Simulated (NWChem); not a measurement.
System: SiClF, singlet; SMILES F[Si]Cl

Here is an NWChem input.

```
start job
memory heap 200 mb stack 900 mb global 1100 mb
geometry units angstroms noautoz
  Si     0.662467    -0.599868     0.000000
  F     -0.696492    -1.529652     0.000000
  Cl    -0.174854     1.337628     0.000000
end
basis spherical
  * library aug-cc-pvdz
end
dft
  xc bhlyp
  iterations 150
  vectors input atomic output neutral.movecs
end
task dft energy
charge 1
dft
  odft
  mult 2
  vectors input atomic output cation.movecs
end
task dft energy
charge -1
dft
  odft
  mult 2
  vectors input atomic output anion.movecs
end
task dft energy
```

Low-valent species are run as closed-shell singlets; no triplet was tried in these runs. Coordinates come from a PBE-D3(BJ)/def2-SVP optimisation.

Ions are spin-unrestricted doublets at the neutral geometry; other ion states weren't tried.

Question: Give the results of this calculation. (BHandHLYP/aug-cc-pVDZ, vertical spin-unrestricted ions.) Quantities: vertical ionisation energy, ΔSCF (eV); −ε(HOMO) (eV).

Answer: 
* **vertical ionisation energy, ΔSCF (eV)**: 10.64
* **−ε(HOMO) (eV)**: 9.25
